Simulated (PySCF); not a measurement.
## Vibration and rotation of TaBr

LDA constants of TaBr, ⁵Π (quintet), unpaired electrons σ ↑, π ↑, δ ↑↑ (Ta def2-TZVPPD with ECP60, Br def2-TZVPPD; scalar-relativistic core potentials (PySCF 2.14); masses 180.9480 and 78.9183 u):

```
ωe              : 264.6 cm⁻¹
ωexe            : 0.584 cm⁻¹
Be              : 0.053194 cm⁻¹
αe              : 0.000155 cm⁻¹
D (centrifugal) : 8.6e-09 cm⁻¹
```

Task: Give the vibrational terms G(v) and spacings up to v = 6.

Result: G(v) = ωe(v+½) − ωexe(v+½)².

```tsv
v	G(v) (cm⁻¹)	G(v) − G(v−1)	Bv (cm⁻¹)
0	132.2		0.05312
1	395.6	263.4	0.05296
2	657.9	262.3	0.05281
3	918.9	261.1	0.05265
4	1178.9	259.9	0.05250
5	1437.6	258.8	0.05234
6	1695.2	257.6	0.05219
```

De is left out where the level can put another filling of the metal’s s and d shells below the measured ground configuration, by anything from nothing to about 1 eV. Spin–orbit coupling is left out, which matters for elements this heavy, above all for dissociation energies. With d or f electrons several states lie close, and the lowest PBE0 determinant need not be the measured ground state.
